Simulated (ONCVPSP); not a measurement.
## Before and after: ONCV potential for hafnium

hafnium, optimised norm-conserving Vanderbilt (ONCV), made with ONCVPSP 4.0.1 (LDA (Perdew-Zunger), scalar-relativistic). Core [Kr] 4d10 4f14, reference 5s2 5p6 5d2 6s1 (charge +1). Waves: 5s+6s: rc 1.60 bohr, ncon 4, nbas 9, qcut 5.9 1/bohr, 2 projectors; 5p: rc 1.30 bohr, ncon 4, nbas 7, qcut 7.4 1/bohr, 2 projectors, debl 2.6 Ha; 5d: rc 2.95 bohr, ncon 3, nbas 8, qcut 4.4 1/bohr, 2 projectors, debl 3.4 Ha. Local part: polynomial inside 1.25 bohr (lpopt 5, dvloc0 1 Ha). Core correction: Teter function, fcfact 5.5, rcfact 1.45.

All-electron outer shells of the reference configuration (LDA (Perdew-Zunger), scalar-relativistic, ld1.x):

| shell | level (eV) | outermost node (bohr) | outermost maximum (bohr) |
| --- | --- | --- | --- |
| 5s | -74.20 | 0.55 | 1.01 |
| 5p | -42.74 | 0.60 | 1.16 |
| 4f | -24.07 | – | 0.45 |
| 6s | -11.26 | 1.36 | 2.75 |
| 5d | -9.48 | 0.67 | 1.67 |

Change: all radii but the core radius scaled by about 1.08 (s 1.72, p 1.40, d 3.18 bohr); local potential polynomial inside 1.34 bohr (lpopt 5, dvloc0 1 Ha).

Cutoffs: the cutoffs (Ha) at which the residual kinetic energy of the hardest occupied pseudo-wave falls to 1 and 0.1 mHa per electron; they do not see the model core or the augmentation charge, which bear on the density cutoff. Errors are all-electron minus pseudo energies relative to the spin-unpolarised reference configuration.

Q: Predict the effect on cutoff, ghosts and configuration errors.

A: The potential gets softer (27 Ha and 74 Ha → 25 Ha and 61 Ha); of the 4 tests that both files solve, the error grows in 2 and shrinks in 2 by more than 15 % and 0.3 meV (median size 4.7 → 6.0 meV); neither file shows a bound ghost. A larger radius leaves more room for a smooth pseudo-wave, so fewer plane waves are needed.

```tsv
quantity	base	changed
cutoff, loose	27 Ha	25 Ha
cutoff, tight	74 Ha	61 Ha
loose cutoff by channel	s 16 Ha, p 27 Ha, d 7.5 Ha	s 14 Ha, p 25 Ha, d 7.1 Ha
bound ghosts	none	none
GHOST(+) flags under 300 eV	s at 144.2 eV	s at 147.4 eV
error for 5s2 5p6 5d2 6s2, meV [ΔE -8.20 eV]	+2.7	+1.6
error for 5s2 5p6 5d2 6s0, meV [ΔE 14.50 eV]	-6.7	-10
error for 5s2 5p6 5d1 6s0, meV [ΔE 36.60 eV]	+26	+44
error for 5s2 5p6 5d2 6s1.5, meV [ΔE -4.85 eV]	+1.4	+1.0
rms error of d²Exc/dni dnj with the model core, mHa	0.82	1.03
```
